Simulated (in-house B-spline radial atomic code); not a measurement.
Computed with a B-spline radial atomic code. Model: two electrons, singlet ground state, non-relativistic, full CI in B-splines with partial waves to l = 8 (at full coupling up to 3e-4 hartree above the limit, correlation up to 0.6 % small), density held at that of full coupling by Lieb maximisation.

Along the adiabatic connection the electron repulsion is scaled by a coupling λ while a local potential keeps the density fixed. At λ = 0 the system is the Kohn-Sham one and W equals the exchange energy; the exchange-correlation energy is the area under W between 0 and 1. The kinetic energy rises with λ as the electrons avoid each other, with dT/dλ = −λ dW/dλ.

Command:
```bash
python run_ac.py task.json out
```
Settings (lengths in bohr, energies in hartree):
```
potential              dot
strength               0.669
lmax                   8
second                 1.5
```

Time taken, with all properties: 7.6 s on 1 thread of Intel(R) Xeon(R) Processor @ 2.30GHz, on a shared host.

**W = mean repulsion less Hartree energy, and W of three functionals.**

Given: confinement charge in harmonic well; well frequency 0.669 hartree; nuclear charge 1.5; external potential omega^2 r^2/2 - Z/r.

Computed: LDA exchange minus exact 140.2 millihartree; SCAN exchange minus exact 3.0013 millihartree.

| coupling | W xc (hartree) | W xc minus exchange (millihartree) | kinetic minus Kohn-Sham (millihartree) | LDA (PW92) W minus its exchange (millihartree) | PBE W minus its exchange (millihartree) | SCAN W minus its exchange (millihartree) |
| --- | --- | --- | --- | --- | --- | --- |
| 0 | -0.96658 | 0 | 0 | 0 | 0 | 0 |
| 0.02 | ? | ? | ? | ? | ? | ? |
| 0.05 | -0.97113 | -4.548 | 0.11 | -24.05 | -5.25 | -4.56 |
| 0.12 | -0.97732 | -10.737 | 0.64 | -45.85 | -12.55 | -10.65 |
| 0.25 | -0.98829 | -21.712 | 2.66 | -76.12 | -25.63 | -21.28 |
| 0.4 | -1.0002 | -33.597 | 6.51 | -103.28 | -39.82 | -32.67 |
| 0.6 | -1.0149 | -48.272 | 13.83 | -132.49 | -57.27 | -46.64 |
| 0.8 | -1.0283 | -61.753 | 23.25 | -156.71 | -73.2 | -59.44 |
| 1 | -1.0408 | -74.176 | 34.41 | -177.52 | -87.8 | -71.23 |
| 1.4 | -1.0629 | -96.298 | 60.85 | -212.11 | -113.67 | -92.32 |
| 2 | -1.0906 | -124 | 107.64 | -252.54 | -145.97 | -118.99 |
| 3 | -1.1262 | -159.63 | 195.82 | -302 | -187.82 | -153.98 |
| 4.5 | -1.1639 | -197.35 | 335.45 | -353.37 | -233.27 | -192.07 |
| 7 | ? | ? | ? | ? | ? | ? |
| 10 | -1.2336 | -266.99 | 809.48 | -452.19 | -324.37 | -264.72 |

Task: What belongs in the row 0.02?

Result: W xc (hartree): -0.96841; W xc minus exchange (millihartree): -1.832; kinetic minus Kohn-Sham (millihartree): 0.02; LDA (PW92) W minus its exchange (millihartree): -11.79; PBE W minus its exchange (millihartree): -2.09; SCAN W minus its exchange (millihartree): -1.85.

Task: What belongs in the row 7?

Result: W xc (hartree): -1.204; W xc minus exchange (millihartree): -237.44; kinetic minus Kohn-Sham (millihartree): 561.68; LDA (PW92) W minus its exchange (millihartree): -409.05; PBE W minus its exchange (millihartree): -284.14; SCAN W minus its exchange (millihartree): -233.7.

Task: What is the PBE exchange minus exact?

Result: 27.774 millihartree.

**Energy parts, natural occupations and partial-wave weights.**

Computed: exchange energy -0.96658 hartree; correlation energy -0.039764 hartree; initial slope twice GL2 -0.092034 hartree; kinetic part over minus potential part 0.46393; Hartree energy 1.9332 hartree; Kohn-Sham kinetic 2.3078 hartree; Lieb Oxford ratio E_xc over LDA exchange 1.2178.

| natural | occupation of the shell (electrons) |
| --- | --- |
| s | 1.9844 |
| p | ? |
| s | 0.0039029 |
| d | 0.00042939 |
| p | 0.0002216 |
| s | 5.5528e-05 |

Task: What belongs in the row p?

Result: occupation of the shell (electrons): 0.010809.

```csv
wave,weight
s,0.9942
p,0.0055241
d,?
f,3.0939e-05
g,7.0613e-06
```

Task: What belongs in the row d?

Result: weight: 0.00023323.

Task: What is the total energy?

Result: -0.7878 hartree.

Task: What is the kinetic part of the DFT correlation energy?

Result: 0.034412 hartree.

Half-way to full coupling W has made 55 % of its drop, against 50 % for a straight line, and second-order (GL2) theory, half the initial slope, overshoots the correlation energy by about 16 %: a moderate bend, as in light atoms. Over couplings 0 to 1 the errors in E_xc come to about +69 millihartree for LDA, +20 millihartree for PBE, +4.3 millihartree for SCAN, so SCAN is nearest. In LDA and PBE the errors of exchange and correlation have opposite signs, so the sum is smaller than the larger of the two.
